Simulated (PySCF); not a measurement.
**Spinor energies of Ho (holmium, neutral)**

Start: [Xe] 4f11 6s2; 4f5/2 filled at m_j = -5/2, -3/2, -1/2, +1/2, +3/2, +5/2; 4f7/2 filled at m_j = -1/2, +1/2, +3/2, +5/2, +7/2. Calculated with PySCF 2.14 in x2c-SVPall-2c with one added diffuse shell each of s, p, d, f type (8s11p10d4f1g, 128 functions): generalised Hartree-Fock with the X2C-1e Hamiltonian and a Gaussian nucleus; one run each with spin-orbit coupling (SO) switched off, then screened by Boettger's factors.

```json
{"spinor shell": "1s1/2", "electrons": "2", "ε, spin-free (eV)": "-55896.0", "ε, screened SO (eV)": "-55883.9", "weight of nominal j (screened SO)": "1.000", "rms radius, screened SO (bohr)": "0.0236"}
{"spinor shell": "2s1/2", "electrons": "2", "ε, spin-free (eV)": "-9475.7", "ε, screened SO (eV)": "-9472.0", "weight of nominal j (screened SO)": "1.000", "rms radius, screened SO (bohr)": "0.0953"}
{"spinor shell": "2p1/2", "electrons": "2", "ε, spin-free (eV)": "-8391.5", "ε, screened SO (eV)": "-8998.0", "weight of nominal j (screened SO)": "1.000", "rms radius, screened SO (bohr)": "0.0814"}
{"spinor shell": "2p3/2", "electrons": "4", "ε, spin-free (eV)": "-8391.5", "ε, screened SO (eV)": "-8135.5", "weight of nominal j (screened SO)": "1.000", "rms radius, screened SO (bohr)": "0.0881"}
{"spinor shell": "3s1/2", "electrons": "2", "ε, spin-free (eV)": "-2169.5", "ε, screened SO (eV)": "-2168.3", "weight of nominal j (screened SO)": "1.000", "rms radius, screened SO (bohr)": "0.245"}
{"spinor shell": "3p1/2", "electrons": "2", "ε, spin-free (eV)": "-1831.6", "ε, screened SO (eV)": "-1960.7", "weight of nominal j (screened SO)": "1.000", "rms radius, screened SO (bohr)": "0.236"}
{"spinor shell": "3p3/2", "electrons": "4", "ε, spin-free (eV)": "-1831.6", "ε, screened SO (eV)": "-1776.2", "weight of nominal j (screened SO)": "1.000", "rms radius, screened SO (bohr)": "0.250"}
{"spinor shell": "3d3/2", "electrons": "4", "ε, spin-free (eV)": "-1400.6", "ε, screened SO (eV)": "-1424.4", "weight of nominal j (screened SO)": "0.999", "rms radius, screened SO (bohr)": "0.223"}
{"spinor shell": "3d5/2", "electrons": "6", "ε, spin-free (eV)": "-1400.6", "ε, screened SO (eV)": "-1383.6", "weight of nominal j (screened SO)": "1.000", "rms radius, screened SO (bohr)": "0.227"}
{"spinor shell": "4s1/2", "electrons": "2", "ε, spin-free (eV)": "-453.86", "ε, screened SO (eV)": "-453.51", "weight of nominal j (screened SO)": "1.000", "rms radius, screened SO (bohr)": "0.552"}
{"spinor shell": "4p1/2", "electrons": "2", "ε, spin-free (eV)": "-340.12", "ε, screened SO (eV)": "-370.24", "weight of nominal j (screened SO)": "0.997", "rms radius, screened SO (bohr)": "0.566"}
{"spinor shell": "4p3/2", "electrons": "4", "ε, spin-free (eV)": "-340.12", "ε, screened SO (eV)": "-327.08", "weight of nominal j (screened SO)": "0.999", "rms radius, screened SO (bohr)": "0.597"}
{"spinor shell": "4d3/2", "electrons": "4", "ε, spin-free (eV)": "-183.35", "ε, screened SO (eV)": "-190.36", "weight of nominal j (screened SO)": "0.952", "rms radius, screened SO (bohr)": "0.640"}
{"spinor shell": "4d5/2", "electrons": "6", "ε, spin-free (eV)": "-183.35", "ε, screened SO (eV)": "-178.39", "weight of nominal j (screened SO)": "0.968", "rms radius, screened SO (bohr)": "0.650"}
{"spinor shell": "5s1/2", "electrons": "2", "ε, spin-free (eV)": "-61.424", "ε, screened SO (eV)": "-61.372", "weight of nominal j (screened SO)": "1.000", "rms radius, screened SO (bohr)": "1.38"}
{"spinor shell": "5p1/2", "electrons": "2", "ε, spin-free (eV)": "-32.179", "ε, screened SO (eV)": "-36.220", "weight of nominal j (screened SO)": "0.991", "rms radius, screened SO (bohr)": "1.57"}
{"spinor shell": "5p3/2", "electrons": "4", "ε, spin-free (eV)": "-32.179", "ε, screened SO (eV)": "-30.466", "weight of nominal j (screened SO)": "0.995", "rms radius, screened SO (bohr)": "1.69"}
{"spinor shell": "4f5/2", "electrons": "6", "ε, spin-free (eV)": "-13.792", "ε, screened SO (eV)": "-14.632", "weight of nominal j (screened SO)": "0.706", "rms radius, screened SO (bohr)": "0.921"}
{"spinor shell": "4f7/2", "electrons": "5", "ε, spin-free (eV)": "-13.792", "ε, screened SO (eV)": "-12.668", "weight of nominal j (screened SO)": "0.702", "rms radius, screened SO (bohr)": "0.950"}
{"spinor shell": "6s1/2", "electrons": "2", "ε, spin-free (eV)": "-5.153", "ε, screened SO (eV)": "-5.156", "weight of nominal j (screened SO)": "1.000", "rms radius, screened SO (bohr)": "4.71"}
```

```json
{"quantity": "E (hartree)", "spin-free": "-12606.69515", "screened SO": "-12616.54401"}
{"quantity": "M_J", "spin-free": "15/2", "screened SO": "15/2"}
{"quantity": "⟨J²⟩", "spin-free": "63.761", "screened SO": "63.762"}
{"quantity": "⟨L²⟩", "spin-free": "42.006", "screened SO": "42.398"}
{"quantity": "⟨S²⟩", "spin-free": "3.755", "screened SO": "3.778"}
```

Each row is a mean over spinors that exchange with the open shell spreads, by up to 14.172 eV (4d5/2).

Rows whose weight is well below 1 are mixtures of j = l ± 1/2: exchange outweighs spin-orbit coupling there, and the label is only the starting occupation.

Breit and QED terms are absent; they matter most for the inner s and p1/2 levels.

Densities and radii are taken from the X2C orbitals without a picture-change correction, which distorts them close to the nucleus.

Without spin-orbit coupling the j labels of p, d and f shells carry no meaning; the spin-free column gives the mean over the occupied spinors of each nl shell.
